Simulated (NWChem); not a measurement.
System: MgH2; SMILES [MgH2]

All runs: NWChem. Geometry: optimised at B3LYP/6-31G* (spherical d). Ions are spin-unrestricted doublets at the neutral geometry; other ion states weren't tried.

Question: Estimate the computed values for Hartree-Fock/def2-TZVP. Quantities: −ε(HOMO) (eV).

Answer: 
| Quantity | Value |
|---|---|
| −ε(HOMO) (eV) | 10.09 |
